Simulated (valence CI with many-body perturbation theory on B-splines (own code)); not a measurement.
## Cu16+: what each term of the Hamiltonian does

Computed by relativistic CI+MBPT: three valence electrons over a frozen Dirac-Fock core [Ne], radial functions for each j: 11 s, 11 p, 9 d, 7 f, 5 g, 2 h, 1 i, with the one-electron correlation potential Σ1, the two-electron term Σ2, the three-electron term Σ3, Breit, model QED; selected CI, second order for the rest (own B-spline code, finite nucleus).

No measured spectrum was set against this ion. As an estimate, levels of excited configurations hold to 0.05 to 0.15 % of their energy, terms of the ground configuration to about 0.5 %.

Each rung adds one term. CI alone is the Dirac-Coulomb CI over the frozen core; QED comes last and gives the full result, which names the levels. Energies are above 3s2 3p 2P°_1/2 on the same rung, in eV.

Names give the largest LS component (configuration and term), which can be under half, so a name can repeat, a term be missing and a line seem to break the LS rules; names also repeat where a configuration has a term twice.

| Level | CI alone |
| --- | --- |
| 3s2 3p 2P°_3/2 | 4.191 |
| 3s 3p2 4P_1/2 | 34.354 |
| 3s 3p2 4P_3/2 | 36.197 |
| 3s 3p2 4P_5/2 | 38.221 |
| 3s 3p2 2D_3/2 | 46.332 |
| 3s 3p2 2D_5/2 | 47.043 |
| 3s 3p2 2S_1/2 | 55.664 |
| 3s 3p2 2P_1/2 | 60.187 |
| 3s 3p2 2P_3/2 | 61.611 |
| 3s2 3d 2D_3/2 | 71.913 |
| 3s2 3d 2D_5/2 | 72.447 |
| 3p3 2D°_3/2 | 88.049 |
| 3p3 2D°_5/2 | 89.237 |
| 3p3 4S°_3/2 | 90.622 |
| 3s 3p 3d 4F°_3/2 | 97.164 |
| 3s 3p 3d 4F°_5/2 | 98.082 |

**Question.** What do these energies become with core correlation, Breit and QED?

**Answer.** 3s2 3p 2P°_3/2 4.123 (-0.0685); 3s 3p2 4P_1/2 34.360 (+0.0052); 3s 3p2 4P_3/2 36.173 (-0.0234); 3s 3p2 4P_5/2 38.146 (-0.0756); 3s 3p2 2D_3/2 46.155 (-0.1769); 3s 3p2 2D_5/2 46.844 (-0.1985); 3s 3p2 2S_1/2 55.176 (-0.4879); 3s 3p2 2P_1/2 59.551 (-0.6361); 3s 3p2 2P_3/2 60.848 (-0.7634); 3s2 3d 2D_3/2 71.184 (-0.7284); 3s2 3d 2D_5/2 71.689 (-0.7578); 3p3 2D°_3/2 87.691 (-0.3587); 3p3 2D°_5/2 88.889 (-0.3479); 3p3 4S°_3/2 89.949 (-0.6730); 3s 3p 3d 4F°_3/2 96.838 (-0.3253); 3s 3p 3d 4F°_5/2 97.724 (-0.3581).

**Question.** How does the ionisation energy move along the ladder, and which term matters most?

**Answer.** CI alone 556.28, + Σ1 557.04, + Σ2 556.84, + Σ3 556.80, + Breit 556.53, + QED 556.55 eV. The largest step is Σ1, 0.76 eV. NIST lists 552.8 ± 2.1 eV (semi-empirical).
